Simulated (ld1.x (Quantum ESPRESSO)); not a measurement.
bismuth: one change to a TM potential, before and after

ld1.x (Quantum ESPRESSO) 7.5 input, shortened:

```
&input
   title='Bi', zed=83., rel=0, dft='PBE', iswitch=3,
   config='[Xe] 4f14 5d10 6s2 6p2.75'
 /
 &inputp
   pseudotype=2, tm=.true., lloc=1,
   nlcc=.true., rcore=1.20
 /
2
6S  1  0   2.00   0.00  2.15  2.15  0.0
6P  2  1   2.75   0.00  2.50  2.50  0.0
 &test
   configts(1)='6s2 6p2.75'
 /
```

Change: all radii but the core radius scaled by about 1.24 (s 2.68, p 3.10 bohr).

Cutoffs: the cutoffs (Ry, on a coarse ladder) from which the occupation-weighted sum of valence levels, in a spherical-Bessel basis at the reference potential, stays within 10 and 1 mRy of its value at 400 Ry; they do not see the model core or the augmentation charge, which bear on the density cutoff. Errors are all-electron minus pseudo energies relative to the spin-unpolarised reference configuration.

Question: Predict the effect on cutoff, ghosts and configuration errors.

Answer: The potential gets softer (18 Ry and 30 Ry → 15 Ry and 21 Ry); of the 7 tests that both files solve, the error grows in 1 and shrinks in 2 by more than 15 % and 0.3 meV (median size 2.3 → 0.6 meV); neither file shows a bound ghost. A larger radius leaves more room for a smooth pseudo-wave, so fewer plane waves are needed.

| quantity | base | changed |
| --- | --- | --- |
| cutoff, loose | 18 Ry | 15 Ry |
| cutoff, tight | 30 Ry | 21 Ry |
| loose cutoff by channel (10 mRy a level) | s 10 Ry, p 8 Ry | s 8 Ry, p 6 Ry |
| bound ghosts | none | none |
| error for 6s2 6p3, meV [ΔE -1.38 eV] | -0.1 | +0.1 |
| error for 6s2 6p2, meV [ΔE 6.65 eV] | -2.3 | +0.2 |
| error for 6s2 6p1, meV [ΔE 21.83 eV] | -26 | -8.9 |
| error for 6s1 6p0, meV [ΔE 85.22 eV] | -416 | -365 |
| error for 6s1 6p4, meV [ΔE 5.31 eV] | -8.4 | -8.1 |
| error for 6s2 6p2.5, meV [ΔE 1.79 eV] | -0.1 | +0.1 |
| error for 6s2 6p3.3, meV [ΔE -2.53 eV] | -0.2 | +0.6 |
